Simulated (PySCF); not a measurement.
A structure optimised at PBE-D3(BJ)/def2-SVP, used in a PySCF frequency run:

```xyz
11

In     0.1277     0.1201     0.0431
O      1.6374     1.3450     0.6567
H      1.6435     2.1881     0.1639
Si     0.2471    -2.0708     1.4247
H      0.5116    -3.2444     0.5157
H     -1.0650    -2.3271     2.1215
H      1.3374    -2.0093     2.4590
Si    -1.4269     1.0128    -1.8473
H     -2.8448     1.1269    -1.3476
H     -1.4289     0.0645    -3.0193
H     -0.9954     2.3694    -2.3431
```
Charge 0, spin multiplicity 1.

Q: Write its SMILES and formula.

A: [OH][In]([SiH3])[SiH3], H7InOSi2

Q: What are its rotational constants (standard atomic weights)?

A: 3.5047, 1.3245, 0.98357 GHz
